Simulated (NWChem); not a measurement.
System: HfO; SMILES [O]=[Hf]

Output (shortened):

```
             Northwest Computational Chemistry Package (NWChem) 7.3.0
             --------------------------------------------------------

                             Geometry "geometry" -> ""
                             -------------------------

 Output coordinates in angstroms (scale by  1.889725989 to convert to a.u.)

  No.       Tag          Charge          X              Y              Z
 ---- ---------------- ---------- -------------- -------------- --------------
    1 Hf                  72.0000     0.00000000     0.00000000    -0.16839800
    2 O                    8.0000     0.00000000     0.00000000     1.55269800

 Effective nuclear repulsion energy (a.u.)     177.0999964115

                                 NWChem DFT Module
                                 -----------------

 Summary of "ao basis" -> "ao basis" (spherical)
 ------------------------------------------------------------------------------
       Tag                 Description            Shells   Functions and Types
 ---------------- ------------------------------  ------  ---------------------
 Hf                        def2-tzvpd               15       43   6s5p3d1f
 O                         def2-tzvpd               14       40   6s4p3d1f

            General Information
            -------------------
          SCF calculation type: DFT
          Wavefunction type:  closed shell.
          No. of atoms     :     2
          No. of electrons :    20
           Alpha electrons :    10
            Beta electrons :    10
          Charge           :     0
          Spin multiplicity:     1
          Use of symmetry is: off; symmetry adaption is: off
          Maximum number of iterations: 150
          AO basis - number of functions:    83
                     number of shells:    29
          Convergence on energy requested:  1.00D-06
          Convergence on density requested:  1.00D-05
          Convergence on gradient requested:  5.00D-04

              XC Information
              --------------
                         B3LYP Method XC Potential
                     Hartree-Fock (Exact) Exchange  0.200
                        Slater Exchange Functional  0.800 local
                    Becke 1988 Exchange Functional  0.720 non-local
              Lee-Yang-Parr Correlation Functional  0.810
                  VWN I RPA Correlation Functional  0.190 local

             Grid Information
             ----------------
          Grid used for XC integration:  medium
          Radial quadrature: Mura-Knowles
          Angular quadrature: Lebedev.
          Tag              B.-S. Rad. Rad. Pts. Rad. Cut. Ang. Pts.
          ---              ---------- --------- --------- ---------
          Hf                  1.55      123          11.0       590
          O                   0.60       49          11.0       434
          Grid pruning is: on
          Number of quadrature shells:   172
          Spatial weights used:  Erf1

      Superposition of Atomic Density Guess
      -------------------------------------

 Sum of atomic energies:        -126.71895031

      Non-variational initial energy
      ------------------------------

 Total energy =    -121.829776
 1-e energy   =    -239.951588
 2-e energy   =      88.605146
 HOMO         =      -0.194227
 LUMO         =       0.028918

   convergence    iter        energy       DeltaE   RMS-Dens  Diis-err
 ---------------- ----- ----------------- --------- --------- ---------
 d=70,ls=0.0,diis     1   -122.9307703175 -1.52D+02  4.17D-02  2.43D+00     0.5
 d=70,ls=0.3,diis     2   -122.6177836634  3.13D-01  1.57D-02  8.96D-01     0.8
 d=70,ls=0.3,diis     3   -122.7310997664 -1.13D-01  8.85D-03  1.04D+00     1.2
 d=70,ls=0.3,diis     4   -122.9241753071 -1.93D-01  6.31D-03  5.63D-01     1.5
 d=70,ls=0.3,diis     5   -123.0517557516 -1.28D-01  4.97D-03  2.63D-01     1.8
 d=70,ls=0.3,diis     6   -123.1292450537 -7.75D-02  4.13D-03  1.23D-01     2.1
  Resetting Diis
 d=70,ls=0.3,diis     7   -123.1772707106 -4.80D-02  3.17D-03  6.40D-02     2.5
 d=70,ls=0.3,diis     8   -123.2089040545 -3.16D-02  2.52D-03  3.59D-02     2.8
 d=70,ls=0.3,diis     9   -123.2315115363 -2.26D-02  1.48D-03  3.87D-03     3.1
 d=70,ls=0.3,diis    10   -123.2448233065 -1.33D-02  1.20D-03  1.09D-02     3.4
 d=70,ls=0.3,diis    11   -123.2542469068 -9.42D-03  1.35D-03  1.37D-02     3.7
 d=70,ls=0.3,diis    12   -123.2613537854 -7.11D-03  1.13D-03  1.02D-02     4.1
 d=70,ls=0.3,diis    13   -123.2664906918 -5.14D-03  8.92D-04  6.40D-03     4.4
 d=70,ls=0.3,diis    14   -123.2701259628 -3.64D-03  6.80D-04  3.71D-03     4.7
 d=70,ls=0.3,diis    15   -123.2726725647 -2.55D-03  5.13D-04  2.05D-03     5.0
 d=70,ls=0.3,diis    16   -123.2744487959 -1.78D-03  3.82D-04  1.09D-03     5.3
 d=70,ls=0.3,diis    17   -123.2756859304 -1.24D-03  2.81D-04  5.66D-04     5.7
 d=70,ls=0.3,diis    18   -123.2765474341 -8.62D-04  2.05D-04  2.88D-04     6.0
 d=70,ls=0.3,diis    19   -123.2771477592 -6.00D-04  1.48D-04  1.45D-04     6.3
 d=70,ls=0.3,diis    20   -123.2775664868 -4.19D-04  1.06D-04  7.24D-05     6.6
 d=70,ls=0.3,diis    21   -123.2778587866 -2.92D-04  7.61D-05  3.59D-05     6.9
 d=70,ls=0.3,diis    22   -123.2780629755 -2.04D-04  5.41D-05  1.78D-05     7.3
 d=70,ls=0.3,diis    23   -123.2782056931 -1.43D-04  3.83D-05  8.76D-06     7.6
  Singularity in Pulay matrix. Error and Fock matrices removed.
 d=70,ls=0.3,diis    24   -123.2783054876 -9.98D-05  2.71D-05  4.31D-06     7.9
  Singularity in Pulay matrix. Error and Fock matrices removed.
  Singularity in Pulay matrix. Error and Fock matrices removed.
 d=70,ls=0.3,diis    25   -123.2783752901 -6.98D-05  1.91D-05  2.12D-06     8.2
  Singularity in Pulay matrix. Error and Fock matrices removed.
  Singularity in Pulay matrix. Error and Fock matrices removed.
  Singularity in Pulay matrix. Error and Fock matrices removed.
  Singularity in Pulay matrix. Error and Fock matrices removed.
 d=70,ls=0.3,diis    26   -123.2784241252 -4.88D-05  1.34D-05  1.04D-06     8.5
  Singularity in Pulay matrix. Error and Fock matrices removed.
  Singularity in Pulay matrix. Error and Fock matrices removed.
 d=70,ls=0.3,diis    27   -123.2784582965 -3.42D-05  9.46D-06  5.11D-07     8.9
  Singularity in Pulay matrix. Error and Fock matrices removed.
  Singularity in Pulay matrix. Error and Fock matrices removed.
 d=70,ls=0.3,diis    28   -123.2784822100 -2.39D-05  6.64D-06  2.51D-07     9.2
  Singularity in Pulay matrix. Error and Fock matrices removed.
 d=70,ls=0.3,diis    29   -123.2784989462 -1.67D-05  4.66D-06  1.23D-07     9.5
 d=70,ls=0.3,diis    30   -123.2785106600 -1.17D-05  3.27D-06  6.03D-08     9.8
  Singularity in Pulay matrix. Error and Fock matrices removed.
  Singularity in Pulay matrix. Error and Fock matrices removed.
 d= 0,ls=0.3,diis    31   -123.2785188589 -8.20D-06  2.29D-06  2.96D-08
  Singularity in Pulay matrix. Error and Fock matrices removed.
 d= 0,ls=0.3,diis    32   -123.2785379871 -1.91D-05  2.89D-09  1.40D-14
 d= 0,ls=0.3,diis    33   -123.2785379871 -7.11D-13  1.78D-09  4.14D-15

         Total DFT energy =     -123.278537987118
      One electron energy =     -241.676391765295
           Coulomb energy =      103.306648179971
    Exchange-Corr. energy =      -14.425460470375
 Nuclear repulsion energy =       29.516666068581

 Numeric. integr. density =       20.000000448564

                       DFT Final Molecular Orbital Analysis
                       ------------------------------------

 Vector    8  Occ=2.000000D+00  E=-3.337674D-01
              MO Center=  5.9D-09, -6.2D-09,  1.2D+00, r^2= 1.1D+00
   Bfn.  Coefficient  Atom+Function         Bfn.  Coefficient  Atom+Function
  ----- ------------  ---------------      ----- ------------  ---------------
    51     -0.302961  2 O  py                50      0.283804  2 O  px
    54     -0.254054  2 O  py                53      0.237990  2 O  px
    57     -0.168932  2 O  py                56      0.158250  2 O  px
    23     -0.157238  1 Hf d -1              25     -0.147296  1 Hf d  1
    28     -0.113720  1 Hf d -1              30     -0.106529  1 Hf d  1

 Vector    9  Occ=2.000000D+00  E=-3.334037D-01
              MO Center= -1.3D-07, -1.1D-07,  1.2D+00, r^2= 1.5D+00
   Bfn.  Coefficient  Atom+Function         Bfn.  Coefficient  Atom+Function
  ----- ------------  ---------------      ----- ------------  ---------------
    52      0.433340  2 O  pz                55      0.356229  2 O  pz
    24     -0.270563  1 Hf d  0               5     -0.250454  1 Hf s
    48      0.178468  2 O  s                  3      0.175626  1 Hf s
    29     -0.171755  1 Hf d  0              58      0.161726  2 O  pz
    49      0.155017  2 O  s                 12      0.099246  1 Hf pz

 Vector   10  Occ=2.000000D+00  E=-2.085805D-01
              MO Center= -1.1D-07,  7.4D-08, -4.9D-01, r^2= 3.6D+00
   Bfn.  Coefficient  Atom+Function         Bfn.  Coefficient  Atom+Function
  ----- ------------  ---------------      ----- ------------  ---------------
     5      0.767021  1 Hf s                  3     -0.379510  1 Hf s
     6      0.352551  1 Hf s                  4     -0.322075  1 Hf s
     2      0.211790  1 Hf s                 18     -0.177571  1 Hf pz
    24     -0.173539  1 Hf d  0              29     -0.144173  1 Hf d  0
    34     -0.080016  1 Hf d  0              12      0.079410  1 Hf pz

 Vector   11  Occ=0.000000D+00  E=-9.590856D-02
              MO Center=  6.9D-08, -4.2D-08, -1.9D-01, r^2= 2.1D+00
   Bfn.  Coefficient  Atom+Function         Bfn.  Coefficient  Atom+Function
  ----- ------------  ---------------      ----- ------------  ---------------
    26      0.522263  1 Hf d  2              31      0.412702  1 Hf d  2
    36      0.297240  1 Hf d  2

[...]
```

Level: B3LYP/def2-TZVPD with def2 effective core potentials on Hf, vertical spin-unrestricted ions. Coordinates come from a PBE0-D3(BJ)/def2-TZVP optimisation. def2 effective core potentials on Hf; no spin-orbit coupling.

Question: Which NWChem input produces such a log?

Answer: This is not unique; one that fits is the input that was run:
```
start job
memory heap 200 mb stack 900 mb global 1100 mb
geometry units angstroms noautosym nocenter noautoz
  Hf     0.000000     0.000000    -0.168398
  O      0.000000     0.000000     1.552698
end
basis spherical
  * library def2-tzvpd
end
ecp
  Hf library def2-ecp
end
dft
  xc b3lyp
  iterations 150
  convergence damp 70 ncydp 30 lshift 0.3 ncysh 40
  vectors input atomic output neutral.movecs
end
task dft energy
charge 1
dft
  odft
  mult 2
  vectors input atomic output cation.movecs
end
task dft energy
```
